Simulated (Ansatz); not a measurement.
Consider the cleavage of the Sn–Ga bond: `[F][Ga]([Br])[SnH3]` + HCl → `[Cl][SnH3]` + `[F][GaH][Br]`.

Computed with Ansatz on PBE0-D4/def2-TZVP structures; ΔE is electronic, products minus reactants. CCSD(T)/CBS is the MP2 limit (def2-TZVPP, def2-QZVPP) plus CCSD(T) − MP2 in def2-TZVPP, frozen cores. This one scheme is used for every species. Functionals use def2-TZVPP. def2 core potentials past Kr. For Br, Ga, Sn outer-core shells are correlated without core-valence functions, which leaves a few kJ/mol of doubt a bond. Scalar relativity is left out up to krypton.

```tsv
level	ΔE (kcal/mol)
revPBE-D4	-4.1
BHLYP-D4	-6.1
```

(1) What does CCSD(T)/CBS give? (Best estimate.)

Largest T1 diagnostic among the species: 0.013.

## Answers

(1) Ansatz gave: -5.0 kcal/mol. The listed levels differ from it by 0.9, -1.1 kcal/mol.

Leaving LDA and LC-ωPBE aside and taking each functional with its dispersion term where it has one, the values, not all of them listed here, spread over 6.3 kcal/mol, from B97M-V to PBE-D4. LDA lies +1.4 kcal/mol from PBE without D4. From BLYP to BHLYP (50 % exact exchange), in def2-TZVPP and without D4, ΔE moves by −2.6 kcal/mol.

CCSD(T)/CBS has its own doubt, a few kJ/mol and more with outer-core shells, so smaller differences from it don't rank the levels.
